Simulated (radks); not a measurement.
Hf LXI, configuration [Ne] 3s2 (the NIST ground configuration). All-electron calculation, Dirac Kohn-Sham, exchange-only PBE, spin-unpolarised, spherical densities, finite nucleus; Fermi nuclear charge, rms radius 5.347 fm. Program: a radial shooting solver on a logarithmic mesh with Libxc functionals.

Radial electron density D(r) = 4 pi r^2 rho(r):

r (bohr)  D(r) (e/bohr)
0.001475          12.58
0.001831          17.27
0.002272          23.40
0.00282           31.22
0.0035            40.87
0.004343          52.24
0.005348          64.37
0.006637          77.21
0.008237          88.68
0.01022           96.72
0.01269           99.41
0.01575           96.08
0.01954           88.50
0.02426           81.43
0.0301            80.94
0.03706           89.66
0.046             104.1
0.05709           111.8
0.07085           101.1
0.08794           72.40
0.1091            41.38
0.1355            23.37
0.1681            17.47
0.2086            12.87
0.2569            6.507
0.3188            1.803
0.3957           0.2455
0.4911          0.01423
0.6095        0.0002924

D(r) has 2 maxima, at r = 0.0125, 0.0571 bohr, and minima at 0.0273 bohr, inside which lie 2.11 electrons.
